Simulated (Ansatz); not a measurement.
**Telling isomers of CH3B2FO apart by their spectra**

These gas-phase data were calculated for one isomer of CH3B2FO at r2SCAN-D4/def2-SVP (harmonic, unscaled wavenumbers; equilibrium rotational constants with average atomic masses):

```
rotational constants            : 14.33, 2.472, 2.279 GHz
all wavenumbers above 1500 cm⁻¹ : 3132, 3053, 2631, 2046
```

Candidates:

(1) `O=BCBF`, a singlet
(2) `CB(F)B=O`, a singlet

Problem. Which structure fits?

Solution. Candidate (1). The band at 2631 cm⁻¹ lies where the B–H stretch is expected; (2) has no mode between 2350 and 2900 cm⁻¹.

The same quantities for all candidates:

```
     rotational constants (GHz)  wavenumbers above 1500 cm⁻¹  E above the lowest, r2SCAN-D4/def2-SVP (kcal/mol)
(1)         14.33, 2.472, 2.279       3132, 3053, 2631, 2046                                                0.0
(2)         8.746, 3.046, 2.291       3155, 3103, 3025, 2024                                                5.9
```

Harmonic stretches to hydrogen usually lie a few per cent above observed fundamentals. Each candidate is one conformer. Programs: Ansatz 0.2.0.
